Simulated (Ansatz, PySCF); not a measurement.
Se(Br)(SMe) (CH3BrSSe), SMILES CS[Se]Br.

Geometry: r2SCAN-D4/def2-SVP. This is a generated structure with no PubChem entry under its InChIKey; it may be hypothetical. The values are those of a single conformer.

Vertical ionisation energy (IE) and electron affinity (EA) in eV. Rows of orbital energies are one-electron estimates. Where ΔSCF, EOM or ADC give a negative EA the extra electron is unbound and the value depends on the basis.

```
level                                                                 IE    EA
------------------------------------------------------------------  ----  ----
−ε(HOMO), −ε(LUMO), M06-2X/def2-TZVP (PySCF)                        8.01  1.80
−ε(HOMO), −ε(LUMO), PBE/def2-TZVP (PySCF)                              ?     ?
ΔSCF, PBE/def2-SVPD (Ansatz), final states of multiplicity 2 and 2  8.62  0.99
```

What belongs in the gaps? (An estimate is asked for; the answer gives what the named calculation found.)


- −ε(HOMO), −ε(LUMO), PBE/def2-TZVP (PySCF), IE: 5.69
- −ε(HOMO), −ε(LUMO), PBE/def2-TZVP (PySCF), EA: 3.42

What vertical singlet–triplet gap does ΔSCF give with PBE/def2-SVPD (Ansatz, a first-principles code)? (The exact figures need the calculation; the answer reports its results.)

2.01 eV (triplet above singlet where positive).
